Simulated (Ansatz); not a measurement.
Molecule: sum formula AlNH₂Cl₂, net charge 0, singlet state. SMILES: [NH2][Al]([Cl])[Cl]
Coordinates optimised at B3LYP-D3(BJ)/def2-TZVP (Ansatz, a program for electronic structure):
```xyz
6

N     -2.0698    -0.2339     0.0098
Al    -0.3309    -0.0374     0.0016
Cl     0.5045     1.8721    -0.1477
Cl     0.9109    -1.7122     0.1410
H     -2.7288     0.5255    -0.0538
H     -2.5421    -1.1211     0.0789
```
Charge 0, spin multiplicity 1.

Property: vertical triplet-singlet gap (E(triplet) - E(singlet); each state is the SCF solution reached for its spin), in kcal/mol. Correlated levels leave the core frozen unless marked. Open shells are spin-unrestricted. Spin-orbit coupling is left out. No relativistic terms. CBS(X,Y): correlation extrapolated as X^-3; Hartree-Fock from the larger set.

CCSD(T)/CBS(aug-cc-pV(T+d)Z,aug-cc-pV(Q+d)Z) (Ansatz) gives 134.0 kcal/mol.

### Question
Another calculation gave 126.1 kcal/mol. Which level was it?
A) CAM-B3LYP/def2-TZVPD (Ansatz)
B) PBE0/def2-TZVPD (Ansatz)
C) PBE/def2-TZVPD (Ansatz)
D) wB97M-V/def2-TZVPD (Ansatz)

### Answer
B, PBE0/def2-TZVPD (Ansatz). The others give 120.3 (PBE), 134.2 (wB97M-V), 131.4 (CAM-B3LYP) kcal/mol.
